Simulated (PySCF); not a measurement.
Precursor series Cd F-OH. Isolated molecules, 0 K electronic values unless said otherwise. One relaxed conformer stands for each flexible species; it need not be the lowest.

Calculation: B3LYP-D3(BJ)/def2-TZVP // r2SCAN-D4/def2-SVP (PySCF). B3LYP has the VWN-RPA correlation part, as in Gaussian. 

| species | mean distance from the central atom to its bonded neighbours (Å) | LUMO (eV) | coordination number | HOMO (eV) | charge on the central atom (Mulliken) (e) |
|---|---|---|---|---|---|
| 0 of 2 F replaced by OH ([Cd(F)2]) | 1.917 | -2.78 | 2 | -9.82 | 1.09 |
| 1 of 2 F replaced by OH | 1.939 | -2.27 | 2 | -8.26 | 0.98 |
| 2 of 2 F replaced by OH ([Cd(OH)2]) | 1.961 | -1.83 | 2 | -7.82 | 0.88 |
